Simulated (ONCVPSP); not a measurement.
P (Z = 15): excitation energies, all-electron against ONCV

* Element: phosphorus (P)
* Generator: ONCVPSP 4.0.1
* Type: optimised norm-conserving Vanderbilt (ONCV)
* Functional: LDA (Perdew-Zunger)
* Relativity: scalar-relativistic
* Frozen core: [Ne]
* Valence charge: 5
* Reference configuration: 3s1 3p4
* Partial waves: 3s: rc 1.35 bohr, ncon 4, nbas 7, qcut 3.7 1/bohr, local; 3p: rc 1.35 bohr, ncon 4, nbas 8, qcut 5.8 1/bohr, 2 projectors, debl 3.2 Ha
* Local potential: the s channel
* Core correction: Teter function, fcfact 3.75, rcfact 1.35

Energies are relative to the spin-unpolarised reference configuration 3s1 3p4; without spin polarisation the order of configurations can differ from experiment.

(1) Give the all-electron excitation energy and the error of the potential for: 3s2 3p3; 3s2 3p2; 3s2 3p1; 3s0 3p5.

Answers

(1)

```csv
valence configuration,charge,ΔE all-electron (eV),error AE − PS (meV)
3s2 3p3,0,-8.496,+1.0
3s2 3p2,+1,1.325,+1.3
3s2 3p1,+2,20.574,+15
3s0 3p5,0,8.640,+0.2
```
